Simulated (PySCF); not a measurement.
Dy²⁺ (dysprosium, charge +2): LDA calculation

Configuration: [Xe] 4f9 6s1, one real determinant (an excited configuration). All numbers are calculated (PySCF 2.14, the spin-free X2C one-electron Hamiltonian (Gaussian nucleus), in x2c-TZVPPall).

```
Total energy                                                  : -12147.32 hartree
One-electron energy                                           : -16590.34 hartree
Hartree (Coulomb) energy                                      : 4700.68 hartree
Exchange-correlation energy                                   : -257.66 hartree
⟨S²⟩                                                          : 12.0019
⟨L²⟩                                                          : 24.006
Sum of ⟨r⟩                                                    : 37.26 bohr
Sum of ⟨r²⟩                                                   : 46.86 bohr²
Traceless quadrupole moment −½Σ⟨3z² − r²⟩ along its main axis : -0.131 e·bohr²
Langevin diamagnetic susceptibility                           : -37.1 ×10⁻⁶ cm³/mol
```

```csv
shell,electrons,mean orbital energy (hartree),spread (hartree),"rms radius, mean of both spins (bohr)"
1s α,1,-1965.33274,0,0.0240
1s β,1,-1965.33171,0,0.0240
2s α,1,-328.08883,0,0.0972
2s β,1,-328.08476,0,0.0972
2p α,3,-292.00029,0.00973,0.0874
2p β,3,-291.99713,0.00929,0.0874
3s α,1,-73.77751,0,0.251
3s β,1,-73.69954,0,0.251
3p α,3,-62.64410,0.05507,0.251
3p β,3,-62.56723,0.04263,0.251
3d α,5,-47.97510,0.05253,0.230
3d β,5,-47.91457,0.03861,0.230
4s α,1,-15.34810,0,0.563
4s β,1,-15.18181,0,0.563
4p α,3,-11.66032,0.08555,0.598
4p β,3,-11.49631,0.05828,0.598
4d α,5,-6.55888,0.09482,0.656
4d β,5,-6.39888,0.05681,0.656
5s α,1,-2.60094,0,1.36
5s β,1,-2.52088,0,1.36
5p α,3,-1.69700,0.03165,1.59
5p β,3,-1.63461,0.02123,1.59
4f α,7,-1.03160,0.08861,0.917
4f β,2,-0.88789,0.01756,0.917
6s α,1,-0.63681,0,3.51
```

⟨L²⟩ = 24.01 against 30 for a pure H term, so this real determinant mixes terms. Spin-orbit coupling, absent here, splits the open shell strongly.

Densities and radii are taken from the X2C orbitals without a picture-change correction, which distorts them close to the nucleus.
